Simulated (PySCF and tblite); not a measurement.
Results of a calculation; reference values are marked as such.
Rotation: stationary points, barriers and rates

System: 2,4-difluorophenol, C6H4F2O, numbered as in [OH:1][c:2]1[cH:3][cH:4][c:5]([F:6])[cH:7][c:8]1[F:9].

Motion: rotation about the C2–O1 bond (torsion C3–C2–O1–H from -180° to 0°, rising). Level: PBE0/pcSseg-1 + D3(BJ) on GFN2-xTB stationary points, with GFN2-xTB thermal terms. Rates follow Eyring's equation with the number of equivalent paths and no tunnelling. Run with tblite and PySCF.

```tsv
point	symmetry	E(GFN2) kcal/mol	E(DFT) kcal/mol	ZPE change kcal/mol	lowest mode cm⁻¹	dipole D
start	Cs	0.0	0.0	0.00	140	0.84
saddle	C1	7.3	5.0	-0.77	438i	2.14
end	Cs	2.4	2.9	-0.04	137	2.82
```

| Property | Result |
| --- | --- |
| Electronic barrier | 5.0 kcal/mol |
| Barrier with zero-point energy | 4.2 kcal/mol |
| ΔH‡ (298 K) | 4.1 kcal/mol |
| ΔS‡ (298 K, symmetry apart) | -0.6 cal/(mol K) |
| Paths | 2 equivalent paths |
| End point | a different minimum |
| Mean lifetime of the start against this motion at 298 K | 100 ps |
| Cost | 67 s on 1 thread of Arm Neoverse V1 (shared host) (rough), peak memory 0.8 GiB, launched as `OMP_NUM_THREADS=1 python ens_run.py task.json out` |

```
T/K  ΔG‡ kcal/mol     k s⁻¹  ΔG kcal/mol  k back s⁻¹
150           4.2   4.8×10⁶          2.9    7.4×10¹⁰
200           4.2   2.1×10⁸          2.9    2.9×10¹¹
250           4.2   2.1×10⁹          2.9    6.7×10¹¹
298           4.2   9.6×10⁹          2.9    1.2×10¹²
350           4.3  3.1×10¹⁰          2.8    1.8×10¹²
400           4.3  7.1×10¹⁰          2.8    2.5×10¹²
500           4.5  2.3×10¹¹          2.8      4×10¹²
```

ΔG and ΔG‡ leave out symmetry numbers and mirror images; rates count paths: 2 out, 2 back.
